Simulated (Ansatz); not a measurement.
**A barrier at the coupled-cluster level**

Start structure (Si$_{2}$NH$_{9}$OF$_{2}$, closed shell), relaxed at PBE0-D4/def2-TZVP:

```
atom    x (Å)    y (Å)    z (Å)
 Si1  -1.2825  -0.3208  -0.5037
 Si2   0.7315  -1.5013  -0.7703
  F3  -1.6153   0.2097   1.0021
  F4  -2.2318  -1.6494  -0.4308
  H5  -1.9892   0.3852  -1.5983
  H6   0.5852   1.4712   0.2712
  N7  -0.0730   1.5151  -0.5097
  H8   1.5322   0.0743   2.4158
  O9   0.9485   0.7722   2.1105
 H10   1.0802  -2.1706   0.5164
 H11   0.6069  -2.5531  -1.8145
 H12   1.8850  -0.6269  -1.1369
 H13   0.4437   1.6531  -1.3706
 H14  -0.6741   2.3199  -0.3692
 H15   0.0528   0.4214   2.1879
```

The step: Si₂H₄F₂ ([F][SiH]([F])[SiH3]) + H₂O + NH₃ → SiNH₃F₂ ([NH2][SiH]([F])[F]) + SiH₄ + H₂O; bonds formed: Si2–H8, H6–O9; dative contacts that become bonds: Si1–N7; bonds broken: Si1–Si2, H6–N7, H8–O9. Ansatz 0.2.0; basis: def2-TZVPP and def2-QZVPP; cores frozen in the correlated methods. Extrapolation: Hartree–Fock as exp(−7.88 √X), correlation as X^−2.97. Energies below are by CCSD(T) at an estimated basis limit (MP2 extrapolated from triple and quadruple zeta, plus CCSD(T) − MP2 in triple zeta).

What are the electronic barrier and the energy of the step, from the start structure to the end structure? (An estimate is asked for; the value comes from the calculation.)

The calculation gives: Barrier 41.91 kcal/mol; step energy -14.39 kcal/mol (downhill); reverse barrier, their difference, 56.29 kcal/mol. Barrier and step energy count from the start structure, the reverse barrier from the end structure.

The saddle point: One imaginary mode of 1126i cm⁻¹.
```csv
pair,start (Å),saddle (Å),end (Å)
Si1–N7,2.20,1.79,1.70
Si2–H8,3.64,2.03,1.48
H6–O9,2.00,1.20,0.97
Si1–Si2,2.35,3.01,4.49
H6–N7,1.02,1.30,2.07
H8–O9,0.96,1.11,2.96
```

Zero-point energy (harmonic, PBE0-D4): ZPE is 64.78 kcal/mol at the start and 60.53 kcal/mol at the saddle, so the barrier goes from 41.91 to 37.65 kcal/mol.

T1 diagnostic: at most 0.013.

Labels in which every atom is bracketed show which atoms are joined, not bond orders.

For scale, one of the runs: CCSD(T)/def2-TZVPP, 334 basis functions, launched by `ansatz run in.yaml --threads 4 --pin off --events-out ev --progress --plain --max-ram 46080MiB --backend cuda --devices 0, --max-vram 37GiB`. Time: 6 s of wall clock on 4 CPU threads of an AMD EPYC 7R13 and a share of one NVIDIA H100; the host was shared. Peak host memory: 0.87 GiB.
